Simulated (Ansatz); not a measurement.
Saddle point of SiNH₄F₃, singlet (SiHF₃ ([F][SiH]([F])[F]) + NH₃ → SiNH₃F₂ ([NH2][SiH]([F])[F]) + HF; bonds formed: F2–H6; dative contacts that become bonds: Si1–N7; bonds broken: Si1–F2, H6–N7), PBE0-D4/def2-TZVP structure:

Si1  (-0.660, 0.474, 0.006)
F2  (-0.759, -1.631, 0.089)
F3  (-1.265, 0.333, -1.448)
F4  (-0.299, 2.043, 0.037)
H5  (-1.504, 0.349, 1.193)
H6  (0.355, -1.300, 0.053)
N7  (1.011, -0.231, 0.027)
H8  (1.555, -0.027, -0.803)
H9  (1.566, -0.011, 0.846)
(Å)

Energies are electronic, without zero-point energy. Barriers and step energies count from the start structure reached by relaxing down the imaginary mode; all methods use the PBE0-D4 structures, on which another method's saddle can fall below an end. Program: Ansatz 0.2.0. Basis: def2-TZVPP, with def2-QZVPP for the basis limit. Cores are frozen in the correlated methods. B3LYP uses VWN-RPA correlation. Extrapolation: Hartree–Fock as exp(−7.88 √X), correlation as X^−2.97.

| method | barrier (eV) | step energy (eV) |
| --- | --- | --- |
| SPW92 | 1.009 | 0.836 |
| PBE-D4 | 1.160 | 0.704 |
| BLYP-D4 | 1.250 | 0.659 |
| r2SCAN-D4 | 1.313 | 0.828 |
| B97M-V | 1.492 | 0.870 |
| PBE0-D4 | ? | 0.727 |
| B3LYP-D4 | 1.343 | 0.693 |
| r2SCAN0-D4 | 1.387 | 0.816 |
| BHLYP-D4 | 1.496 | 0.745 |
| CAM-B3LYP-D4 | 1.352 | 0.751 |
| wB97X-V | 1.374 | 0.792 |
| wB97M-V | 1.371 | 0.810 |
| B2PLYP | ? | 0.723 |
| PBE-QIDH | 1.386 | 0.761 |
| RPA on PBE | 1.414 | 0.762 |
| HF | 1.766 | 0.678 |
| MP2 | ? | 0.740 |
| CCSD | 1.493 | 0.749 |
| CCSD(T) | 1.432 | 0.756 |

Fill in the withheld barriers. (An estimate is asked for; the value comes from the calculation.)

Computed: MP2 1.389; B2PLYP 1.382; PBE0-D4 1.290 eV. Each is the energy of the saddle less that of the start structure, by the same method.

For comparison, the barrier by CCSD(T) at an estimated basis limit (MP2 extrapolated from triple and quadruple zeta, plus CCSD(T) − MP2 in triple zeta) is 1.436 eV.

The T1 diagnostic stays at or below 0.012.

The step is the kind of exchange with an N–H group that builds nitride films in atomic layer and chemical vapour deposition.

Labels in which every atom is bracketed show which atoms are joined, not bond orders.

For scale, one of the runs: CCSD(T)/def2-TZVPP, 222 basis functions, launched by `ansatz run in.yaml --threads 4 --pin off --events-out ev --progress --plain --max-ram 9574MiB`. Time: 110 s of wall clock on 4 CPU threads of an Arm Neoverse V2; the host was shared. Peak host memory: 3.8 GiB.
